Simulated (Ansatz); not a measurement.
Input for Ansatz (a program for electronic structure): R-B3LYP/def2-TZVPP on CH6GaNO (SMILES [CH3][Ga]([NH2])[OH]), a point of a torsion scan.

Ansatz 0.2 input:
```yaml
crystal:
  periodic: [false, false, false]
  atoms:
    - {symbol: C, position_ang: [-1.30606080, -1.01097983, 0.13090801]}
    - {symbol: Ga, position_ang: [0.02207497, 0.50995170, -0.07675698]}
    - {symbol: N, position_ang: [-0.12361998, 2.20609121, 0.60942689]}
    - {symbol: O, position_ang: [1.58053588, 0.31792261, -0.82638838]}
    - {symbol: H, position_ang: [-1.52075660, -1.16839219, 1.18678300]}
    - {symbol: H, position_ang: [-0.89228460, -1.92804214, -0.28953758]}
    - {symbol: H, position_ang: [-2.24150784, -0.77769602, -0.37536410]}
    - {symbol: H, position_ang: [-1.02317732, 2.64727354, 0.75534150]}
    - {symbol: H, position_ang: [0.52915394, 2.89578118, 0.25334865]}
    - {symbol: H, position_ang: [2.03081658, -0.43307010, -1.20246074]}
basis:
  gaussian:
    orbitals: def2-TZVPP
hamiltonian:
  xc: {name: B3LYP}
scf: {lower_state_search: off}
```

**Question.** Give the final energy of this run.

**Answer.** -2096.7367 hartree.
